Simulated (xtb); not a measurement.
A run for xtb: GFN1-xTB on BHI2O (SMILES OB(I)I), a point of a torsion scan.

```
$ xtb mol.xyz --gfn 1 --sp --chrg 0 --uhf 0
5

O     -0.72327827    -0.79691536    -0.27049732
B      0.23205770     0.09240854    -0.10794233
I      2.19157818    -0.49203206    -0.65558156
I     -0.12137328     1.99590000     0.79336392
H     -1.52319617    -0.86488950     0.24992350
```

It printed:

```
[...]
           -------------------------------------------------
          |                Calculation Setup                |
           -------------------------------------------------



           -------------------------------------------------
          |                 G F N 1 - x T B                 |
           -------------------------------------------------

        Reference                      10.1021/acs.jctc.7b00118
      * Hamiltonian:
        H0-scaling (s, p, d)           1.850000    2.250000    2.000000
        zeta-weighting                 0.000000
      * Dispersion:
        s8                             2.400000
        a1                             0.630000
        a2                             5.000000
        s9                             0.000000
      * Repulsion:
        kExp                           1.500000
        rExp                           1.000000
      * Coulomb:
        alpha                          2.000000
        third order                    atomic
        anisotropic                    false
      * Halogen bond correction:
        rad-scale                      1.300000
        damping                        0.440000


          ...................................................
          :                      SETUP                      :
          :.................................................:
          :  # basis functions                  30          :
          :  # atomic orbitals                  28          :
          :  # shells                           12          :
          :  # electrons                        24          :
          :  # halogen bonds                     2          :
          :  max. iterations                   250          :
          :  Hamiltonian                  GFN1-xTB          :
          :  restarted?                      false          :
          :  GBSA solvation                  false          :
          :  PC potential                    false          :
          :  electronic temp.          300.0000000     K    :
          :  accuracy                    1.0000000          :
          :  -> integral cutoff          0.2500000E+02      :
          :  -> integral neglect         0.1000000E-07      :
          :  -> SCF convergence          0.1000000E-05 Eh   :
          :  -> wf. convergence          0.2000000E-04 e    :
          :  Broyden damping             0.4000000          :
          :  net charge                          0          :
          :  unpaired electrons                  0          :
          ...................................................

 iter      E             dE          RMSdq      gap      omega  full diag
   1    -14.6188255 -0.146188E+02  0.737E+00    5.86       0.0  T
   2    -14.7098705 -0.910450E-01  0.429E+00    4.28       1.0  T
   3    -14.7121175 -0.224703E-02  0.210E+00    4.79       1.0  T
   4    -14.7133165 -0.119896E-02  0.383E-01    4.47       1.0  T
   5    -14.7139035 -0.586990E-03  0.110E-01    4.62       1.0  T
   6    -14.7139687 -0.652612E-04  0.159E-02    4.58       2.8  T
   7    -14.7139699 -0.115336E-05  0.393E-04    4.58     113.7  T
   8    -14.7139699 -0.336108E-09  0.150E-04    4.58     298.1  T
   9    -14.7139699  0.183091E-09  0.194E-04    4.58     230.2  T

   *** convergence criteria satisfied after 9 iterations ***

         #    Occupation            Energy/Eh            Energy/eV
      -------------------------------------------------------------
         1        2.0000           -0.8604666             -23.4145
       ...           ...                  ...                  ...
         6        2.0000           -0.5630269             -15.3207
         7        2.0000           -0.5070774             -13.7983
         8        2.0000           -0.4317116             -11.7475
         9        2.0000           -0.4171934             -11.3524
        10        2.0000           -0.4054304             -11.0323
        11        2.0000           -0.3979388             -10.8285
        12        2.0000           -0.3874469             -10.5430 (HOMO)
        13                         -0.2190876              -5.9617 (LUMO)
        14                         -0.1858927              -5.0584
        15                         -0.1288057              -3.5050
        16                         -0.1211640              -3.2970
        17                         -0.0602012              -1.6382
       ...                                ...                  ...
        28                          0.6756357              18.3850
      -------------------------------------------------------------
                  HL-Gap            0.1683593 Eh            4.5813 eV
             Fermi-level           -0.3032672 Eh           -8.2523 eV

 SCC (total)                   0 d,  0 h,  0 min,  0.009 sec
 SCC setup                      ...        0 min,  0.000 sec (  1.107%)
 Dispersion                     ...        0 min,  0.000 sec (  0.363%)
 classical contributions        ...        0 min,  0.000 sec (  0.194%)
 integral evaluation            ...        0 min,  0.002 sec ( 25.741%)
 iterations                     ...        0 min,  0.003 sec ( 29.443%)
 molecular gradient             ...        0 min,  0.004 sec ( 39.967%)
 printout                       ...        0 min,  0.000 sec (  2.972%)

         :::::::::::::::::::::::::::::::::::::::::::::::::::::
         ::                     SUMMARY                     ::
         :::::::::::::::::::::::::::::::::::::::::::::::::::::
         :: total energy             -14.636580575622 Eh    ::
         :: gradient norm              0.053437557960 Eh/a0 ::
         :: HOMO-LUMO gap              4.581289377901 eV    ::
         ::.................................................::
         :: SCC energy               -14.713969873801 Eh    ::
         :: -> electrostatic           0.041439497596 Eh    ::
         :: repulsion energy           0.079414169223 Eh    ::
         :: dispersion energy         -0.002024871043 Eh    ::
         :: halogen bond corr.         0.000000000000 Eh    ::
         :: add. restraining           0.000000000000 Eh    ::
         :: total charge               0.000000000000 e     ::
         :::::::::::::::::::::::::::::::::::::::::::::::::::::

           -------------------------------------------------
          |                Property Printout                |
           -------------------------------------------------

    * Orbital Energies and Occupations

         #    Occupation            Energy/Eh            Energy/eV
      -------------------------------------------------------------
         1        2.0000           -0.8604666             -23.4145
         2        2.0000           -0.8600123             -23.4021
         3        2.0000           -0.7948379             -21.6286
         4        2.0000           -0.6582356             -17.9115
         5        2.0000           -0.5832108             -15.8700
         6        2.0000           -0.5630269             -15.3207
         7        2.0000           -0.5070774             -13.7983
         8        2.0000           -0.4317116             -11.7475
         9        2.0000           -0.4171934             -11.3524
        10        2.0000           -0.4054304             -11.0323
        11        2.0000           -0.3979388             -10.8285
        12        2.0000           -0.3874469             -10.5430 (HOMO)
        13                         -0.2190876              -5.9617 (LUMO)
        14                         -0.1858927              -5.0584
        15                         -0.1288057              -3.5050
        16                         -0.1211640              -3.2970
        17                         -0.0602012              -1.6382
Note: The following floating-point exceptions are signalling: IEEE_DENORMAL
normal termination of xtb
        18                         -0.0575221              -1.5653
        19                         -0.0502186              -1.3665
        20                         -0.0461106              -1.2547
        21                         -0.0404400              -1.1004
        22                         -0.0344087              -0.9363
        23                         -0.0058092              -0.1581
       ...                                ...                  ...
        28                          0.6756357              18.3850
      -------------------------------------------------------------
                  HL-Gap            0.1683593 Eh            4.5813 eV
             Fermi-level           -0.3032672 Eh           -8.2523 eV

  Mulliken/CM5 charges         n(s)   n(p)   n(d)
     1O    -0.54982 -0.69382   1.656  4.894  0.000
     2B     0.40092  0.15957   0.936  1.664  0.000
     3I    -0.09045  0.01437   1.983  5.119 -0.012
     4I    -0.11671 -0.01795   1.985  5.143 -0.011
     5H     0.35606  0.53783   0.644  0.000  0.000

Wiberg/Mayer (AO) data.
largest (>0.10) Wiberg bond orders for each atom

 ---------------------------------------------------------------------------
     #   Z sym  total        # sym  WBO       # sym  WBO       # sym  WBO
 ---------------------------------------------------------------------------
     1   8 O    2.123 --     2 B    1.198     5 H    0.843
     2   5 B    3.343 --     1 O    1.198     3 I    1.085     4 I    1.050
     3  53 I    1.216 --     2 B    1.085
     4  53 I    1.204 --     2 B    1.050
     5   1 H    0.891 --     1 O    0.843
 ---------------------------------------------------------------------------

Topologies differ in total number of bonds
Writing topology from bond orders to xtbtopo.mol

 dipole moment from electron density (au)
     X       Y       Z
  -0.7759  -0.1254   0.4423  total (Debye):    2.292


           -------------------------------------------------
          | TOTAL ENERGY              -14.636580575622 Eh   |
          | GRADIENT NORM               0.053437557960 Eh/α |
          | HOMO-LUMO GAP               4.581289377901 eV   |
           -------------------------------------------------

------------------------------------------------------------------------
------------------------------------------------------------------------
 total:
 SCF:
```

The run finished.

Cost: roughly 0.05 core-seconds.
